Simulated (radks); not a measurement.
Values are calculated unless marked as measured or tabulated.
Ionisation of neutral neon, [Ne], to [He] 2s2 2p5 as the strength of local exchange is varied. Level of theory: scalar-relativistic Kohn-Sham, Slater X-alpha exchange (alpha = 2/3 is LDA exchange), no correlation, spin-polarised, spherical densities, finite nucleus; Fermi nuclear charge, rms radius 3.0055 fm (a radial shooting solver on a logarithmic mesh with Libxc functionals).

alpha,E(Ne) (hartree),exchange (hartree),IE (eV),-e of the level emptied (eV),<r> of it (bohr)
0.563,-125.94293,-9.13416,18.489,10.255 (2p),1.018
0.635,-127.11622,-10.39162,19.870,11.485 (2p),0.9981
0.666,-127.62450,-10.93917,20.479,12.032 (2p),0.9899
0.667,-127.64092,-10.95689,20.499,12.049 (2p),0.9897
0.734,-128.74598,-12.15316,21.846,13.267 (2p),0.9726
1.017,-133.50956,-17.39494,27.971,18.923 (2p),0.9089
1.031,-133.74922,-17.66215,28.292,19.223 (2p),0.9061

NIST Atomic Spectra Database: 21.565 eV (measured). The Delta-SCF value meets it near alpha = 0.72. Open shells are spherical and high-spin; term and fine-structure splittings are not resolved.
